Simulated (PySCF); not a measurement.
A structure optimised at PBE-D3(BJ)/def2-SVP, used in a PySCF frequency run:

```
Zn
S 1 2.1785
C 2 1.8456 1 100.16
H 3 1.1069 2 112.26 1 62.23
H 3 1.1070 4 109.63 2 125.54
H 3 1.1073 4 108.10 5 117.60
S 1 2.1841 3 144.26 4 54.21
H 7 1.3648 1 91.76 3 92.13
```

Question: Write its SMILES and formula.

Answer: C[S][Zn][SH], CH₄S₂Zn

Question: What are its rotational constants (standard atomic weights)?

Answer: 12.491, 1.2205, 1.1291 GHz
